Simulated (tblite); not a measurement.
Species: C5H11AsBN.
Numbering: `[CH3:1][C:2]#[N+:3][B@@H-:4]([AsH2:5])[CH:6]1[CH2:7][CH2:8]1` (hydrogens: H9, H10, H11 on C1; H12 on B4; H13, H14 on As5; H15 on C6; H16, H17 on C7; H18, H19 on C8)
Bond orders are those of one Lewis drawing.

Computed with GFN2-xTB (tblite), gas phase: L-BFGS steps from a force-field or distance-geometry start until the largest atomic force falls under 0.01 eV/Å.

The end geometry, which sets the zero of energy:
```
atom  x, y, z in Å
C1      3.3879   -1.2242   -0.3575
C2      2.1700   -0.5704    0.0125
N3      1.2032    0.0005    0.2927
B4     -0.0366    0.7184    0.5030
As5     0.3526    2.6444   -0.3107
C6     -1.1982   -0.0435   -0.3139
C7     -2.6426    0.2161    0.0044
C8     -2.0353   -1.1114    0.3333
H9      3.2164   -2.2934   -0.4889
H10     4.1300   -1.0779    0.4274
H11     3.7694   -0.8043   -1.2896
H12    -0.2244    0.8175    1.6751
H13     0.4103    2.1680   -1.7485
H14    -1.1069    2.9438   -0.4999
H15    -0.9909   -0.2146   -1.3693
H16    -3.3565    0.2665   -0.8063
H17    -2.8707    0.8858    0.8216
H18    -1.8525   -1.3411    1.3731
H19    -2.3351   -1.9709   -0.2508
```

Problem. These geometries come from the run, each turned onto the end geometry. Order them by energy, lowest first.
A.
```
atom  x, y, z in Å
C1      3.5264   -1.2490   -0.3279
C2      2.2642   -0.6230   -0.0788
N3      1.2583   -0.0884    0.1237
B4      0.0086    0.6168    0.3264
As5     0.3376    2.5403   -0.5533
C6     -1.1741   -0.2154   -0.3878
C7     -2.6013    0.2319   -0.2530
C8     -2.1494   -1.0253    0.4227
H9      3.4015   -2.3305   -0.3962
H10     4.2062   -1.0219    0.4944
H11     3.9591   -0.8765   -1.2578
H12    -0.1204    0.7612    1.5007
H13    -0.8328    2.4574   -1.4966
H14    -0.5525    3.2308    0.4469
H15    -0.9262   -0.6533   -1.3535
H16    -3.2623    0.1474   -1.1056
H17    -2.7989    1.0953    0.3670
H18    -2.0501   -1.0159    1.4987
H19    -2.5039   -1.9728    0.0376
```
B.
```
atom  x, y, z in Å
C1      3.4562   -1.2497   -0.3461
C2      2.2498   -0.5549   -0.0116
N3      1.2643   -0.0118    0.2615
B4      0.0058    0.6724    0.4722
As5     0.2904    2.6140   -0.3551
C6     -1.1552   -0.1074   -0.3303
C7     -2.5924    0.2627   -0.0954
C8     -2.0836   -1.0720    0.3537
H9      3.2501   -2.3170   -0.4418
H10     4.1968   -1.1036    0.4399
H11     3.8640   -0.8803   -1.2882
H12    -0.1798    0.7919    1.6441
H13    -0.0904    2.2307   -1.7736
H14    -1.1472    2.9789   -0.1153
H15    -0.9170   -0.3677   -1.3618
H16    -3.2565    0.3099   -0.9482
H17    -2.8033    1.0019    0.6663
H18    -1.9524   -1.2323    1.4146
H19    -2.4098   -1.9564   -0.1774
```
C.
```
atom  x, y, z in Å
C1      3.5587   -1.2659   -0.3296
C2      2.3164   -0.6109   -0.0766
N3      1.2839   -0.0859    0.1199
B4     -0.0363    0.5614    0.3388
As5     0.1366    2.5112   -0.5087
C6     -1.1654   -0.2684   -0.4100
C7     -2.6001    0.2247   -0.2673
C8     -2.1653   -1.0172    0.4288
H9      3.4239   -2.3416   -0.3780
H10     4.2587   -1.0377    0.5096
H11     4.0075   -0.9160   -1.2508
H12    -0.2010    0.6358    1.5114
H13    -0.8348    2.5187   -1.7442
H14    -0.4526    3.5305    0.5362
H15    -0.8598   -0.7211   -1.3525
H16    -3.3046    0.0934   -1.0489
H17    -2.7644    1.0890    0.3799
H18    -2.0694   -0.9561    1.5056
H19    -2.5419   -1.9344    0.0442
```
D.
```
atom  x, y, z in Å
C1      3.4081   -1.2378   -0.3584
C2      2.1879   -0.5731   -0.0164
N3      1.2206   -0.0004    0.2581
B4     -0.0202    0.7068    0.4856
As5     0.3194    2.6554   -0.2882
C6     -1.1843   -0.0670   -0.3188
C7     -2.6291    0.2284   -0.0332
C8     -2.0511   -1.0968    0.3517
H9      3.2363   -2.3090   -0.4747
H10     4.1344   -1.0782    0.4392
H11     3.8094   -0.8431   -1.2937
H12    -0.1947    0.7879    1.6604
H13     0.3044    2.2335   -1.7443
H14    -1.1491    2.9481   -0.3975
H15    -0.9677   -0.2764   -1.3654
H16    -3.3289    0.2663   -0.8572
H17    -2.8587    0.9254    0.7609
H18    -1.8894   -1.2871    1.4027
H19    -2.3572   -1.9736   -0.2030
```
E.
```
atom  x, y, z in Å
C1      3.4323   -1.2492   -0.3502
C2      2.2177   -0.5701   -0.0154
N3      1.2423   -0.0010    0.2386
B4     -0.0074    0.6914    0.4714
As5     0.2887    2.6499   -0.2967
C6     -1.1718   -0.0807   -0.3331
C7     -2.6130    0.2476   -0.0674
C8     -2.0606   -1.0771    0.3571
H9      3.2441   -2.3190   -0.4551
H10     4.1665   -1.0951    0.4411
H11     3.8325   -0.8633   -1.2892
H12    -0.1707    0.7670    1.6496
H13     0.1434    2.2374   -1.7464
H14    -1.1833    2.9531   -0.2651
H15    -0.9442   -0.3246   -1.3696
H16    -3.3086    0.2734   -0.8949
H17    -2.8315    0.9785    0.6991
H18    -1.9100   -1.2470    1.4131
H19    -2.3762   -1.9620   -0.1790
```

Solution. D (0.002 eV), E (0.006 eV), B (0.016 eV), A (0.067 eV), C (0.673 eV).

In the order of the answer:

| step | E above end (eV) | largest force (eV/Å) | rms force component (eV/Å) | rms distance from end (Å) | rms bond change (Å) | bond most changed (Å) |
| --- | --- | --- | --- | --- | --- | --- |
| 92 | 0.002 | 0.06 | 0.016 | 0.058 | 0.001 | B4–As5 -0.003 |
| 77 | 0.006 | 0.03 | 0.011 | 0.116 | 0.001 | B4–As5 -0.002 |
| 64 | 0.016 | 0.09 | 0.028 | 0.181 | 0.001 | B4–As5 +0.003 |
| 23 | 0.067 | 0.05 | 0.015 | 0.475 | 0.004 | B4–As5 +0.014 |
| 2 | 0.673 | 2.15 | 0.530 | 0.519 | 0.026 | As5–H14 +0.072 |

What follows is the cost of the whole relaxation. Time: 1.5 s of wall time. Hardware: one thread, Arm Neoverse N1 (aarch64), shared host with 64 logical CPUs at a one-minute load of 60.
